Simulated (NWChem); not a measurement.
Molecule: C3H9Al; SMILES [CH3][Al]([CH3])[CH3]

```xyz
13

Al     0.0002    -0.0005    -0.0009
C     -0.0898     1.9618    -0.0019
H     -0.6112     2.3312     0.8994
H     -0.6782     2.3320    -0.8602
H      0.8960     2.4521    -0.0374
C     -1.6545    -1.0592    -0.0007
H     -1.7064    -1.7092     0.8910
H     -1.6887    -1.7404    -0.8695
H     -2.5718    -0.4496    -0.0199
C      1.7446    -0.9038     0.0019
H      1.6760    -2.0027     0.0365
H      2.3578    -0.5802     0.8617
H      2.3267    -0.6362    -0.8980
```
Atoms are numbered in this order, from 1.

Level: PBE0/def2-SVP (NWChem), optimised geometry, unscaled harmonic frequencies. 

```
frequency (cm⁻¹)  IR intensity (km/mol)
----------------  ---------------------
32                                  0.0
33                                  0.0
52                                  0.0
167                                 3.4
167                                 3.4
183                                 5.9
518                                 0.0
542                                 0.0
542                                 0.0
581                                 0.0
642                                 7.5
642                                 7.5
712                               123.0
756                               177.1
756                               177.1
1208                               51.0
1208                               51.0
1209                                0.0
1419                                0.8
1419                                0.8
1422                                0.0
1424                                0.0
1424                                0.0
1425                                6.5
3035                                5.3
3036                                5.3
3037                                0.0
3122                               14.8
3122                                4.3
3122                                0.2
3150                                1.7
3150                               13.1
3150                               11.4
```

The zero-point energy is 66.3 kcal/mol. The thermal correction to the enthalpy at 298.15 K (with zero-point energy) is 72.3 kcal/mol and the heat capacity Cv is 27.5 cal/(mol K). The entropy at 298.15 K and 1 atm (symmetry number 1) is 92.1 cal/(mol K) and the dipole moment comes out as 0.00 D.

Rigid rotor and harmonic oscillator; modes under 100 cm⁻¹ make the entropy uncertain.
